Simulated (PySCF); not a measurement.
CNO (SMILES [N]=C=O), doublet, at a GFN2-xTB geometry; PySCF with BLYP/STO-3G.

PySCF was given this input:
```python
from pyscf import gto, scf, dft

mol = gto.Mole()
mol.atom = '''
    N    -0.00000000   -0.00000000   -1.24271828
    C    -0.00000000   -0.00000000   -0.04267674
    O     0.00000000    0.00000000    1.11938605
'''
mol.basis = 'sto-3g'
mol.spin = 1
mol.verbose = 4
mol.symmetry = True
mol.build()

mf = dft.UKS(mol)
mf.xc = 'blyp'
mf.kernel()
mf.analyze()
```

Question: Predict the main parts of the log of this PySCF run.

Answer: 
```
PySCF version 2.14.0

[INPUT] verbose = 4
[INPUT] num. atoms = 3
[INPUT] num. electrons = 21
[INPUT] charge = 0
[INPUT] spin (= nelec alpha-beta = 2S) = 1
[INPUT] symmetry True subgroup None
[INPUT] Mole.unit = angstrom
[INPUT] Symbol           X                Y                Z      unit          X                Y                Z       unit  Magmom
[INPUT]  1 N      0.000000000000   0.000000000000  -1.242718280000 AA    0.000000000000   0.000000000000  -2.348397199191 Bohr   0.0
[INPUT]  2 C      0.000000000000   0.000000000000  -0.042676740000 AA    0.000000000000   0.000000000000  -0.080647350489 Bohr   0.0
[INPUT]  3 O      0.000000000000   0.000000000000   1.119386050000 AA    0.000000000000   0.000000000000   2.115333062159 Bohr   0.0

nuclear repulsion = 52.9242406611343
point group symmetry = Coov
symmetry origin: [ 0.00000000e+00  0.00000000e+00 -1.69176842e-16]
symmetry axis x: [1. 0. 0.]
symmetry axis y: [0. 1. 0.]
symmetry axis z: [0. 0. 1.]
num. orbitals of irrep A1 = 9
num. orbitals of irrep E1x = 3
num. orbitals of irrep E1y = 3
number of shells = 9
number of NR pGTOs = 45
number of NR cGTOs = 15
basis = sto-3g
ecp = {}

******** <class 'pyscf.dft.uks_symm.SymAdaptedUKS'> ********
method = SymAdaptedUKS
initial guess = minao
damping factor = 0
level_shift factor = 0
DIIS = <class 'pyscf.scf.diis.CDIIS'>
diis_start_cycle = 1
diis_space = 8
diis_damp = 0
SCF conv_tol = 1e-09
SCF conv_tol_grad = None
SCF max_cycles = 50
direct_scf = True
direct_scf_tol = 1e-13
number electrons alpha = 11  beta = 10
XC library pyscf.dft.libxc version 7.1.2
    S. Lehtola, C. Steigemann, M. J. T. Oliveira, and M. A. L. Marques,  SoftwareX 7, 1–5 (2018)
XC functionals = blyp
    A. D. Becke,  Phys. Rev. A 38, 3098 (1988)
    C. Lee, W. Yang, and R. G. Parr,  Phys. Rev. B 37, 785 (1988)
    B. Miehlich, A. Savin, H. Stoll, and H. Preuss,  Chem. Phys. Lett. 157, 200 (1989)
radial grids:
    Treutler-Ahlrichs [JCP 102, 346 (1995); DOI:10.1063/1.469408] (M4) radial grids

becke partition: Becke, JCP 88, 2547 (1988); DOI:10.1063/1.454033
pruning grids: <function nwchem_prune>
grids dens level: 3
symmetrized grids: True
atomic radii adjust function: <function treutler_atomic_radii_adjust>
small_rho_cutoff = 0
Freeze 0 electrons in irreps []
    21 free electrons in irreps A1 E1x E1y
Set gradient conv threshold to 3.16228e-05
tot grids = 42104
init E= -166.313676751891

cycle= 1 E= -165.57448507583  delta_E= 0.739  |g|= 0.421  |ddm|= 2.15

cycle= 2 E= -165.313780077751  delta_E= 0.261  |g|= 0.808  |ddm|= 1.41

cycle= 3 E= -165.649402467053  delta_E= -0.336  |g|= 0.226  |ddm|= 0.94

cycle= 4 E= -165.678868094949  delta_E= -0.0295  |g|= 0.0516  |ddm|= 0.29

cycle= 5 E= -165.680169764472  delta_E= -0.0013  |g|= 0.0212  |ddm|= 0.0571

cycle= 6 E= -165.680171059328  delta_E= -1.29e-06  |g|= 0.0239  |ddm|= 0.0145

cycle= 7 E= -165.680247628388  delta_E= -7.66e-05  |g|= 0.0223  |ddm|= 0.00457

cycle= 8 E= -165.680228645105  delta_E= 1.9e-05  |g|= 0.0228  |ddm|= 0.00149

cycle= 9 E= -165.680251251625  delta_E= -2.26e-05  |g|= 0.0227  |ddm|= 0.00976

cycle= 10 E= -165.680231910557  delta_E= 1.93e-05  |g|= 0.0234  |ddm|= 0.00208

cycle= 11 E= -165.680260461604  delta_E= -2.86e-05  |g|= 0.0223  |ddm|= 0.00192

cycle= 12 E= -165.680343228466  delta_E= -8.28e-05  |g|= 0.0198  |ddm|= 0.00904

cycle= 13 E= -165.680357432857  delta_E= -1.42e-05  |g|= 0.0195  |ddm|= 0.00124

cycle= 14 E= -165.680376186946  delta_E= -1.88e-05  |g|= 0.0187  |ddm|= 0.00228

cycle= 15 E= -165.680374785966  delta_E= 1.4e-06  |g|= 0.0187  |ddm|= 0.000628

cycle= 16 E= -165.680355305664  delta_E= 1.95e-05  |g|= 0.0189  |ddm|= 0.00268

cycle= 17 E= -165.680355424765  delta_E= -1.19e-07  |g|= 0.019  |ddm|= 0.00068

cycle= 18 E= -165.680357738872  delta_E= -2.31e-06  |g|= 0.0193  |ddm|= 0.00246

cycle= 19 E= -165.680379091833  delta_E= -2.14e-05  |g|= 0.0183  |ddm|= 0.00434

cycle= 20 E= -165.680357481419  delta_E= 2.16e-05  |g|= 0.019  |ddm|= 0.0032

cycle= 21 E= -165.680369004784  delta_E= -1.15e-05  |g|= 0.0187  |ddm|= 0.00143

cycle= 22 E= -165.680381006749  delta_E= -1.2e-05  |g|= 0.0183  |ddm|= 0.00314

cycle= 23 E= -165.680392922308  delta_E= -1.19e-05  |g|= 0.0179  |ddm|= 0.00177

cycle= 24 E= -165.680403307585  delta_E= -1.04e-05  |g|= 0.0177  |ddm|= 0.00374

cycle= 25 E= -165.680381511362  delta_E= 2.18e-05  |g|= 0.0185  |ddm|= 0.00568

cycle= 26 E= -165.68039053191  delta_E= -9.02e-06  |g|= 0.0183  |ddm|= 0.000774

cycle= 27 E= -165.680394155402  delta_E= -3.62e-06  |g|= 0.0186  |ddm|= 0.00262

cycle= 28 E= -165.680385946399  delta_E= 8.21e-06  |g|= 0.0188  |ddm|= 0.000923

cycle= 29 E= -165.680387212655  delta_E= -1.27e-06  |g|= 0.0187  |ddm|= 0.00116

cycle= 30 E= -165.680404757331  delta_E= -1.75e-05  |g|= 0.0181  |ddm|= 0.0022

cycle= 31 E= -165.680404396607  delta_E= 3.61e-07  |g|= 0.0183  |ddm|= 0.00108

cycle= 32 E= -165.680399669461  delta_E= 4.73e-06  |g|= 0.0183  |ddm|= 0.00148

cycle= 33 E= -165.680400058052  delta_E= -3.89e-07  |g|= 0.0182  |ddm|= 0.000625

cycle= 34 E= -165.680394936561  delta_E= 5.12e-06  |g|= 0.0185  |ddm|= 0.00367

cycle= 35 E= -165.680391245611  delta_E= 3.69e-06  |g|= 0.0186  |ddm|= 0.000587

cycle= 36 E= -165.680388458617  delta_E= 2.79e-06  |g|= 0.0187  |ddm|= 0.001

cycle= 37 E= -165.680397160034  delta_E= -8.7e-06  |g|= 0.0185  |ddm|= 0.0011

cycle= 38 E= -165.680389434709  delta_E= 7.73e-06  |g|= 0.0181  |ddm|= 0.00519

cycle= 39 E= -165.680405359752  delta_E= -1.59e-05  |g|= 0.0177  |ddm|= 0.00241

cycle= 40 E= -165.680385688289  delta_E= 1.97e-05  |g|= 0.0185  |ddm|= 0.00273

cycle= 41 E= -165.680389642086  delta_E= -3.95e-06  |g|= 0.0182  |ddm|= 0.00156

cycle= 42 E= -165.680391904742  delta_E= -2.26e-06  |g|= 0.0182  |ddm|= 0.000558

cycle= 43 E= -165.680397961183  delta_E= -6.06e-06  |g|= 0.0181  |ddm|= 0.00127

cycle= 44 E= -165.680387142254  delta_E= 1.08e-05  |g|= 0.0188  |ddm|= 0.00292

cycle= 45 E= -165.680389016608  delta_E= -1.87e-06  |g|= 0.0187  |ddm|= 0.00117

cycle= 46 E= -165.680382362375  delta_E= 6.65e-06  |g|= 0.0187  |ddm|= 0.00156

cycle= 47 E= -165.680389020546  delta_E= -6.66e-06  |g|= 0.0188  |ddm|= 0.00185

cycle= 48 E= -165.680396676655  delta_E= -7.66e-06  |g|= 0.0185  |ddm|= 0.00327

cycle= 49 E= -165.680400832172  delta_E= -4.16e-06  |g|= 0.0181  |ddm|= 0.0023

cycle= 50 E= -165.680394393482  delta_E= 6.44e-06  |g|= 0.0184  |ddm|= 0.00193
SCF not converged.
SCF energy = -165.680394393482 after 50 cycles  <S^2> = 0.75188273  2S+1 = 2.0018818
**** SCF Summaries ****
Total Energy =                        -165.680394393482345
Nuclear Repulsion Energy =              52.924240661134320
One-electron Energy =                 -330.316625794748518
Two-electron Energy =                  111.711990740131853
Two-electron Coulomb Energy =          132.518419644008674
DFT Exchange-Correlation Energy =      -20.806428903876821
TODO: total wave-function symmetry for Coov
alpha occupancy for each irrep:     A1  E1x  E1y
                                     7    2    2
beta  occupancy for each irrep:     A1  E1x  E1y
                                     7    2    1
**** MO energy ****
alpha MO #1 (A1 #1), energy= -18.7145959191671 occ= 1
alpha MO #2 (A1 #2), energy= -13.866342654096 occ= 1
alpha MO #3 (A1 #3), energy= -9.88454099531893 occ= 1
alpha MO #4 (A1 #4), energy= -1.03121939936085 occ= 1
alpha MO #5 (A1 #5), energy= -0.825194574608405 occ= 1
alpha MO #6 (A1 #6), energy= -0.396466141450394 occ= 1
alpha MO #7 (E1x #1), energy= -0.371738333468732 occ= 1
alpha MO #8 (E1y #1), energy= -0.371738333468732 occ= 1
alpha MO #9 (A1 #7), energy= -0.266916751432632 occ= 1
alpha MO #10 (E1x #2), energy= -0.181485462129359 occ= 1
alpha MO #11 (E1y #2), energy= -0.181485462129359 occ= 1
alpha MO #12 (E1x #3), energy= 0.117599464049235 occ= 0
alpha MO #13 (E1y #3), energy= 0.117599464049235 occ= 0
alpha MO #14 (A1 #8), energy= 0.283553340393601 occ= 0
alpha MO #15 (A1 #9), energy= 0.942329552391167 occ= 0
beta  MO #1 (A1 #1), energy= -18.7081392982128 occ= 1
beta  MO #2 (A1 #2), energy= -13.8585843569765 occ= 1
beta  MO #3 (A1 #3), energy= -9.88574395571568 occ= 1
beta  MO #4 (A1 #4), energy= -1.01336938617817 occ= 1
beta  MO #5 (A1 #5), energy= -0.800085467349426 occ= 1
beta  MO #6 (A1 #6), energy= -0.382066651011108 occ= 1
beta  MO #7 (E1x #1), energy= -0.367807992394802 occ= 1
beta  MO #8 (E1y #1), energy= -0.367807992394802 occ= 1
beta  MO #9 (A1 #7), energy= -0.246860738830419 occ= 1
beta  MO #10 (E1x #2), energy= -0.165695923749747 occ= 1
beta  MO #11 (E1y #2), energy= -0.165695923749747 occ= 0
beta  MO #12 (E1x #3), energy= 0.123637542168777 occ= 0
beta  MO #13 (E1y #3), energy= 0.123637542168777 occ= 0
beta  MO #14 (A1 #8), energy= 0.29478075173471 occ= 0
beta  MO #15 (A1 #9), energy= 0.955896074068593 occ= 0
 ** Mulliken pop alpha/beta on meta-lowdin orthogonal AOs **
 ** Mulliken pop       alpha | beta **
pop of  0 N 1s        0.99991 | 0.99991
pop of  0 N 2s        0.85576 | 0.84800
pop of  0 N 2px       0.67414 | 0.64523
pop of  0 N 2py       0.67414 | 0.11690
pop of  0 N 2pz       0.64541 | 0.64168
pop of  1 C 1s        0.99993 | 0.99993
pop of  1 C 2s        0.47411 | 0.48558
pop of  1 C 2px       0.50858 | 0.53772
pop of  1 C 2py       0.50858 | 0.48502
pop of  1 C 2pz       0.45731 | 0.46592
pop of  2 O 1s        0.99992 | 0.99992
pop of  2 O 2s        0.87218 | 0.86818
pop of  2 O 2px       0.81728 | 0.81705
pop of  2 O 2py       0.81728 | 0.39809
pop of  2 O 2pz       0.69547 | 0.69087
In total            11.00000 | 10.00000
 ** Mulliken atomic charges   ( Nelec_alpha | Nelec_beta ) **
charge of  0N =     -0.10109  (     3.84936      3.25173 )
charge of  1C =      0.07733  (     2.94850      2.97417 )
charge of  2O =      0.02376  (     4.20213      3.77411 )
Dipole moment(X, Y, Z, Debye):  0.00000,  0.00000,  1.00718
```

Convergence was not reached.
